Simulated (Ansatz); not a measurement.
Job for Ansatz (a program for electronic structure): R-BLYP/def2-TZVPPD on H2O (SMILES O). The basis file is the Basis Set Exchange's JSON of that set.

Ansatz 0.2 input:
```yaml
crystal:
  periodic: [false, false, false]
  atoms:
    - {symbol: O, position_ang: [-0.00000000, -0.00000000, 0.38961139]}
    - {symbol: H, position_ang: [-0.00000000, 0.76498632, -0.19485569]}
    - {symbol: H, position_ang: [0.00000000, -0.76498632, -0.19485569]}
basis:
  gaussian:
    orbitals: def2-TZVPPD.json
hamiltonian:
  xc: {name: BLYP}
scf: {lower_state_search: off}
```

The log:

```
WARN ansatz: RAYON_NUM_THREADS=1 ignored (pool sized by the plan → 1); use --threads N
Functional definition: BLYP
these checks for a lower state are left out or cut short: stability, starts, cluster_reference, orbital_swaps, neighbouring_geometries, increment
integrals: 0.01 GiB planned
302 factors; their error is unknown
mean field: 0.11 GiB planned
mean field evaluation 1: about -2074.1772 eV, gradient 6.3e1 eV
mean field evaluation 2: about -2037.6865 eV, gradient 1.4e2 eV
mean field evaluation 4: about -2080.3773 eV, gradient 1.2e0 eV
mean field evaluation 8: about -2080.3770 eV, gradient 1.9e-2 eV
mean field -2080.37695325 eV, -76.4524429017 hartree, gradient 1.4e-6 eV, S^2 0.000000; 0 other end points of the search recorded, 0 dependent functions left out
reference -2080.37720681 eV, -76.4524522200 hartree; 5, 5 occupied and 69, 69 virtual orbitals, 302 factors
Total energy: -2080.37720681 eV, -76.4524522200 hartree
Checks for a lower state left out: stability, starts, cluster_reference, orbital_swaps, neighbouring_geometries, increment
```

The run converged.

Cost: very roughly 0.4 core-seconds.
